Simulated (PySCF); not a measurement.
SeFBr, SMILES Br[Se]F.

The structure is a stationary point at ωB97X-D3(BJ)/def2-TZVP.

All values below come from TDA-ωB97X/def2-SVPD run with PySCF.

Vertical excitations. Gas-phase values at a fixed geometry. State labels are in the subgroup Cs.

Task: List the lowest excited states. (The exact figures need the calculation; the answer reports its results.)

Result: 
```json
[
 {"state": "S1", "symmetry": "A\"", "energy (eV)": "2.87", "λ (nm)": "432", "f": "0.001", "main pairs": "HOMO→LUMO 86 %"},
 {"state": "S2", "symmetry": "A\"", "energy (eV)": "3.35", "λ (nm)": "370", "f": "0.000", "main pairs": "HOMO→LUMO+1 84 %"},
 {"state": "S3", "symmetry": "A'", "energy (eV)": "5.39", "λ (nm)": "230", "f": "0.002", "main pairs": "HOMO−1→LUMO 93 %"},
 {"state": "S4", "symmetry": "A\"", "energy (eV)": "5.84", "λ (nm)": "212", "f": "0.000", "main pairs": "HOMO−2→LUMO 93 %"},
 {"state": "S5", "symmetry": "A'", "energy (eV)": "6.46", "λ (nm)": "192", "f": "0.000", "main pairs": "HOMO−1→LUMO+1 77 %, HOMO−3→LUMO 19 %"},
 {"state": "S6", "symmetry": "A\"", "energy (eV)": "6.65", "λ (nm)": "186", "f": "0.000", "main pairs": "HOMO−2→LUMO+1 90 %"},
 {"state": "S7", "symmetry": "A\"", "energy (eV)": "6.84", "λ (nm)": "181", "f": "0.030", "main pairs": "HOMO→LUMO+2 69 %, HOMO→LUMO+3 17 %, HOMO→LUMO+6 11 %"},
 {"state": "S8", "symmetry": "A'", "energy (eV)": "7.02", "λ (nm)": "177", "f": "0.012", "main pairs": "HOMO−3→LUMO+1 89 %"},
 {"state": "S9", "symmetry": "A\"", "energy (eV)": "7.79", "λ (nm)": "159", "f": "0.049", "main pairs": "HOMO→LUMO+3 72 %"},
 {"state": "S10", "symmetry": "A'", "energy (eV)": "7.95", "λ (nm)": "156", "f": "0.497", "main pairs": "HOMO→LUMO+4 48 %, HOMO−3→LUMO 30 %"},
 {"state": "T1", "symmetry": "A\"", "energy (eV)": "2.16", "λ (nm)": "573", "f": "0", "main pairs": "HOMO→LUMO 85 %"},
 {"state": "T2", "symmetry": "A\"", "energy (eV)": "2.42", "λ (nm)": "512", "f": "0", "main pairs": "HOMO→LUMO+1 82 %"},
 {"state": "T3", "symmetry": "A'", "energy (eV)": "4.68", "λ (nm)": "265", "f": "0", "main pairs": "HOMO−1→LUMO 91 %"},
 {"state": "T4", "symmetry": "A\"", "energy (eV)": "5.15", "λ (nm)": "241", "f": "0", "main pairs": "HOMO−2→LUMO 90 %"}
]
```
Triplets are in the Tamm–Dancoff approximation.
